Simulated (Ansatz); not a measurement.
CH$_{8}$AlNOSi (`[NH2][AlH][O]C[SiH3]`), charge 0, multiplicity 1.

(1) Give a relaxed structure at PBE0-D4/def2-TZVP (Ansatz 0.2.0). (An estimate is asked.)

Results:

(1) The calculation gave: 
Z-matrix (Å, degrees):
```
C
Si 1 1.891
O 1 1.404 2 110.2
H 1 1.097 2 109.6 3 -120.3
H 1 1.100 2 109.5 3 123.9
H 2 1.489 1 108.7 3 -58.7
H 2 1.486 1 110.4 3 60.4
H 2 1.490 1 110.8 3 -178.5
Al 3 1.692 1 135.1 2 93.2
N 9 1.765 3 120.3 1 -0.1
H 9 1.571 3 118.1 1 179.5
H 10 1.007 9 126.1 3 -3.2
H 10 1.007 9 123.8 3 178.7
```
This is one stationary point; other conformers may exist.
